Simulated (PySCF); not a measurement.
Work out the structure from these simulated measurements.

Formula: C7H8P2S.

* NMR, other nuclei: isotropic shieldings of nuclei other than C and H, by class: 387 (1 P), 387 (1 P), 692 (1 S) ppm [GIAO PBE0/pcSseg-1]
* Rotational structure: rotational constants A, B, C: 1.334, 0.414, 0.347 GHz [GFN2-xTB]
* 13C NMR: chemical shifts (computed TMS as zero) by class: 141.2 (1 C), 133.4 (1 C), 120.1 (1 C), 108.2 (1 C), 99.9 (1 C), 80.9 (1 C), 16.1 (1 C) ppm [GIAO PBE0/pcSseg-1]
* Dipole: 3.17 D [PBE0/pcSseg-1]
* 1H NMR: chemical shifts (computed TMS as zero) by class: 8.21 (1 H), 6.34 (1 H), 6.24 (1 H), 6.14 (1 H), 2.60 (1 H), 1.51 (3 H) ppm [GIAO PBE0/pcSseg-1]

Gas-phase values; electronic properties from PySCF, density fitting. Levels stand in brackets. The structure is a single GFN2-xTB conformer in the gas phase; no vibrational or solvent corrections. NMR classes are plain means over equivalent atoms (diastereotopic ones count apart unless rotation or inversion swaps them), as if these changed places fast.

Task: Propose a structure and show how it fits.

Result: Numbering: `[CH:1]#[C:2][P@@H:3](=[S:4])[C:5]#[C:6][P:7]([CH3:8])[CH:9]=[CH2:10]`. 7 carbons fall into 7 classes; from least to most shielded: alkene CH carbon [C9] (141.2 ppm), terminal =CH2 carbon [C10] (133.4 ppm), alkyne carbon [C6] (120.1 ppm), alkyne carbon [C5] (108.2 ppm), terminal alkyne carbon [C1] (99.9 ppm), alkyne carbon [C2] (80.9 ppm), sp3 carbon bound to phosphorus [C8] (16.1 ppm). Hydrogen classes from least to most shielded: 1 H on a phosphorus bonded to 2 C, S and H, P3 (8.21 ppm), 1 H on a terminal =CH2 carbon, C10 (6.34 ppm), 1 H on a terminal =CH2 carbon, C10 (6.24 ppm), 1 H on an alkene CH carbon, C9 (6.14 ppm), 1 H on a terminal alkyne carbon, C1 (2.60 ppm), 3 H on an sp3 carbon bound to phosphorus, C8 (1.51 ppm, a mean of values up to 0.7 ppm apart in this geometry). The other shieldings belong to: 387 ppm, phosphine phosphorus [P7]; 387 ppm, phosphorus bonded to 2 C, S and H [P3]; 692 ppm, sulfur bonded to P [S4]. The optimised geometry has point group C1 and is an asymmetric top. Structure: `C(P(C=C)C)#C[P@H](=S)C#C`. Computed isomers that give other values at the same levels: `C#CP(C)/C=C\[P@@H](=S)C#C` (13C chemical shifts (computed TMS as zero) by class: 157.3 (1 C), 152.0 (1 C), 101.5 (1 C), 101.3 (1 C), 89.5 (1 C), 83.7 (1 C), 14.5 (1 C) ppm). The assignments are read from this structure; whether some other isomer fits the data as well wasn't checked. The mirror image fits equally.

Shape of the structure used: `[CH:1]#[C:2][P@@H:3](=[S:4])[C:5]#[C:6][P:7]([CH3:8])[CH:9]=[CH2:10]`: C6–P7–C9–C10 -24°.
